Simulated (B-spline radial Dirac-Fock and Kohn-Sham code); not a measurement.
## Ta 3d3/2: cross section and angular parameters

System: the free tantalum atom, configuration [Xe] 4f14 5d3 6s2; threshold 1793.0 eV (tabulated edge). Model: Dirac-Hartree-Slater photoionisation with a Latter tail; cross sections with all multipoles, angular parameters from the dipole term and its interference with E2. Program: a radial atomic solver.

For linearly polarised light dσ/dΩ = σ/(4π) [1 + β P₂(cos θ) + (δ + γ cos²θ) sin θ cos φ], with θ from the polarisation vector and φ the angle between the beam and the projection of the electron momentum on the plane normal to the polarisation.

```tsv
hν (eV)	σ (kb)	β	γ	δ
2270	258	0.724	-0.194	-0.007
3250	98.4	1.149	-0.014	0.051
4000	54.1	1.240	0.223	0.074
5414.7	21.6	1.275	0.627	0.104
6000	15.6	1.270	0.772	0.115
9251.7	?	?	?	?
12000	1.55	1.097	1.740	0.223
```

Question: Give the values at Ga Kα (9251.7 eV).

Answer: σ = 3.79 kb, β = 1.184, γ = 1.390, δ = 0.173.

Values without a named source are computed, but for edge energies of neutral atoms, which are taken from tables.
